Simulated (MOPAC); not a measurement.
A run for MOPAC: PM6 on RuF, 2S+1 = 6, a spin state set in the input, which need not be the lowest, a point of a bond scan (R = 1.967 Å).

```
PM6 1SCF PRECISE CHARGE=0 UHF MS=2.5 THREADS=1
FRu

Ru     0.00000000 1     0.00000000 1     0.00000000 1
F      0.00000000 1     0.00000000 1     1.96688000 1
```

The log:

```
*******************************************************************************
 **                                                                           **
 **                              MOPAC v23.2.5                                **
 **                                                                           **
 *******************************************************************************
 ** MOPAC's Digital Object Identifier: https://doi.org/10.5281/zenodo.6511958 **
 **                                                                           **
 ** Please cite the open-source release paper for use of this MOPAC version:  **
 ** J. E. Moussa and J. J. P. Stewart (2026)                                  **
 ** MOPAC: An open-source semiempirical molecular orbital program             **
 ** J. Open Source Softw., 11(119), 8025, https://doi.org/10.21105/joss.08025 **
 *******************************************************************************

                              PM6 CALCULATION RESULTS

 *******************************************************************************
 *  PM6        - The PM6 Hamiltonian to be used
 *  UHF        - UNRESTRICTED HARTREE-FOCK CALCULATION
 *
 *
 *
 *                 CHARGE ON SYSTEM = 0
 *
 *
 *
 *  MS=        - IN MECI, MAGNETIC COMPONENT OF SPIN =  2.5
 *  PRECISE    - TIGHTER CRITERIA TO BE USED
 *  1SCF       - DO 1 SCF AND THEN STOP
 *  THREADS=1  - MULTI-THREADING NOT USED
 *  T=         - A TIME OF 172800.0 SECONDS REQUESTED
 *  DUMP=N     - RESTART FILE WRITTEN EVERY 7200.0 SECONDS REQUESTED
 *******************************************************************************
PM6 1SCF PRECISE CHARGE=0 UHF MS=2.5 THREADS=1
 FRu

   ATOM   CHEMICAL          X               Y               Z
  NUMBER   SYMBOL      (ANGSTROMS)     (ANGSTROMS)     (ANGSTROMS)

     1      Ru          0.00000000  *   0.00000000  *   0.00000000  *
     2       F          0.00000000  *   0.00000000  *   1.96688000  *



          CARTESIAN COORDINATES

    NO.       ATOM           X           Y           Z

     1        Ru          0.0000      0.0000      0.0000
     2         F          0.0000      0.0000      1.9669

 General Reference for PM6:
 "Optimization of Parameters for Semiempirical Methods V: Modification of NDDO Approximations
 and Application to 70 Elements", J. J. P. Stewart, J. Mol. Mod., 13, 1173-1213 (2007)
 URL: https://link.springer.com/article/10.1007/s00894-007-0233-4

           Empirical Formula: Ru F  =     2 atoms



      MOLECULAR POINT GROUP   :   C*v


          UHF CALCULATION, NO. OF ALPHA ELECTRONS =   10
                           NO. OF BETA  ELECTRONS =    5

 -------------------------------------------------------------------------------
 PM6 1SCF PRECISE CHARGE=0 UHF MS=2.5 THREADS=1
 FRu



     1SCF WAS SPECIFIED, SO BFGS WAS NOT USED
     SCF FIELD WAS ACHIEVED


                              PM6 CALCULATION
                                                       MOPAC v23.2.5 Linux




          FINAL HEAT OF FORMATION =        109.82997 KCAL/MOL =     459.52860 KJ/MOL


          COSMO AREA              =         90.43 SQUARE ANGSTROMS
          COSMO VOLUME            =         78.57 CUBIC ANGSTROMS

          IONIZATION POTENTIAL    =          5.969211 EV
          ALPHA SOMO LUMO (EV)    =         -5.969  0.277
          BETA  SOMO LUMO (EV)    =         -6.517 -2.302
          NO. OF ALPHA ELECTRONS  =         10
          NO. OF BETA  ELECTRONS  =          5
          MOLECULAR WEIGHT        =        120.0684         POINT GROUP:  C*v

          MOLECULAR DIMENSIONS (Angstroms)

            Atom       Atom       Distance
            F     2   Ru     1     1.96688
            F     2   Ru     1     0.00000
           Ru     1    F     2     0.00000


          SCF CALCULATIONS        =          1





   ATOM   CHEMICAL          X               Y               Z
  NUMBER   SYMBOL      (ANGSTROMS)     (ANGSTROMS)     (ANGSTROMS)

     1      Ru          0.00000000  *   0.00000000  *   0.00000000  *
     2       F          0.00000000  *   0.00000000  *   1.96688000  *

                             CARTESIAN COORDINATES

   1   Ru        0.000000000     0.000000000     0.000000000
   2    F        0.000000000     0.000000000     1.966880000


           Empirical Formula: Ru F  =     2 atoms



      MOLECULAR POINT GROUP   :   C*v


          ALPHA EIGENVALUES
 -35.46216 -12.77721 -11.98556 -11.98556 -10.45815  -7.55241  -7.55241  -7.15702
  -7.15702  -5.96921   0.27681   1.03137   1.03137


           BETA EIGENVALUES
 -34.63097 -12.23935 -12.09226 -12.09226  -6.51749  -2.30222  -2.30222  -1.52566
  -1.52566   0.88228   1.20262   1.20262   1.59985


              NET ATOMIC CHARGES AND DIPOLE CONTRIBUTIONS

  ATOM NO.   TYPE          CHARGE      No. of ELECS.   s-Pop       p-Pop       d-Pop
    1         Ru           0.681793        7.3182     1.71378     0.07721     5.52722
    2          F          -0.681793        7.6818     1.98313     5.69866
 DIPOLE           X         Y         Z       TOTAL
 POINT-CHG.     0.000     0.000    -6.441     6.441
 HYBRID         0.000    -0.000     0.425     0.425
 SUM            0.000    -0.000    -6.016     6.016


          ATOMIC ORBITAL ELECTRON POPULATIONS

     Atom    s        px        py        pz      x^2-y^2     xz        z^2       yz        xy
    1 Ru   1.71378   0.00189   0.00189   0.07343   1.00000   1.05280   1.42161   1.05280   1.00000
    2  F   1.98313   1.94530   1.94530   1.80806


                    (SZ)    =    2.500000
                    (S**2)  =    8.756721


          ATOMIC ORBITAL SPIN POPULATIONS

    Atom   Total    s     px     py     pz   x^2-y^2  xz     z^2    yz     xy
         Atomic
    1 Ru  4.7236  0.283  0.002  0.002  0.070  1.000  0.944  0.479  0.944  1.000
    2  F  0.2764  0.016  0.054  0.054  0.152

 **********************
 *                    *
 * JOB ENDED NORMALLY *
 *                    *
 **********************




 == MOPAC DONE ==
```

The run finished.

Cost: very roughly 0.03 core-seconds.
